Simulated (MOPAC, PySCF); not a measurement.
Dissociation curve of Al2(mu-OH)2(H)4, H6Al2O2, singlet. The O3–H10 bond (O3 also carries Al, Al; H10 carries nothing else) is varied alone, starting from the PBE0/def2-SVP optimised geometry.

UKS-LDA (SVWN5)/6-31G* = unrestricted LDA (SVWN5)/6-31G*, spherical d run with PySCF; PM6, restricted, heats of formation (MOPAC); RKS-LDA (SVWN5)/6-31G* = PySCF with restricted LDA (SVWN5)/6-31G*, spherical d; UKS-B3LYP/6-31G* = unrestricted B3LYP/6-31G*, spherical d in PySCF.

Energies are in eV, each relative to the lowest point of its own curve near equilibrium.

```tsv
R / Å	UKS-LDA (SVWN5)/6-31G*	PM6	RKS-LDA (SVWN5)/6-31G*	UKS-B3LYP/6-31G*
0.79	1.306	___	1.306	1.212
0.84	0.600	0.067	0.600	0.537
0.89	0.203	0.010	0.203	0.167
0.93	0.047	0.000	0.047	___
0.96	0.002	___	0.002	0.000
0.98	0.000	___	0.000	___
1.02	0.051	0.087	0.051	0.074
1.09	0.269	0.256	0.269	0.319
1.17	0.645	___	0.645	0.721
1.27	1.209	1.027	1.209	1.313
1.41	2.044	1.841	2.044	2.183
1.58	3.006	2.907	3.006	3.183
1.77	3.946	4.034	3.946	4.152
1.99	4.701	5.134	4.839	4.863
2.32	5.095	6.318	5.823	5.024
2.78	5.178	7.080	6.667	4.981
```

**Question.** Complete the blanks.

**Answer.** 
- 0.79, PM6: 0.179
- 0.93, UKS-B3LYP/6-31G*: 0.031
- 0.96, PM6: 0.012
- 0.98, PM6: 0.030
- 0.98, UKS-B3LYP/6-31G*: 0.007
- 1.17, PM6: 0.547

The unrestricted determinant behind UKS-LDA (SVWN5)/6-31G* is spin-contaminated at 1.99 to 2.78 Å (<S²> up to 1.0, against 0.00 for a pure singlet). The restricted form behind PM6, RKS-LDA (SVWN5)/6-31G* keeps the bonding electrons paired and can't separate into open-shell fragments. The unrestricted solution behind UKS-B3LYP/6-31G* changes between 1.99 and 2.32 Å, which can leave a kink. The unrestricted determinant behind UKS-B3LYP/6-31G* is spin-contaminated at 1.77 to 2.78 Å (<S²> up to 1.0, against 0.00 for a pure singlet).
